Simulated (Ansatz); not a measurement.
Mulliken charges of `CC#[N+][Cu-][Cl]` from B3LYP/def2-TZVPP in Ansatz (PBE0-D4/def2-TZVP geometry).

| atom | x (Å) | y (Å) | z (Å) | charge (e) |
| --- | --- | --- | --- | --- |
| C1 | -0.773 | -1.548 | 0.064 | -0.119 |
| C2 | -0.128 | -0.259 | 0.008 | -0.004 |
| N3 | 0.384 | 0.766 | -0.035 | 0.101 |
| Cu4 | 1.203 | 2.407 | -0.100 | 0.088 |
| Cl5 | 2.131 | 4.271 | -0.171 | -0.464 |
| H6 | -1.432 | -1.595 | 0.932 | 0.133 |
| H7 | -0.021 | -2.335 | 0.143 | 0.133 |
| H8 | -1.363 | -1.706 | -0.841 | 0.133 |

**Question.** By hand: the dipole of these point charges (1 e Å = 4.8032 D).

**Answer.** Σ q r = (-1.126, -2.257, 0.090) e Å, of length 2.524 e Å = 12.12 D.

**Question.** How does the dipole of the full density compare? (An estimate is asked.)

**Answer.** Computed: (-1.016, -2.035, 0.082) e Å, 10.93 D; the point charges give 1.11 times that, at 0° from its direction.

Point charges leave out the atoms' own dipoles, such as those of lone pairs, and Mulliken's split depends on the basis, so the close match here is no proof of good charges.

B3LYP here is the variant with VWN-RPA as its local correlation; programs differ in this.
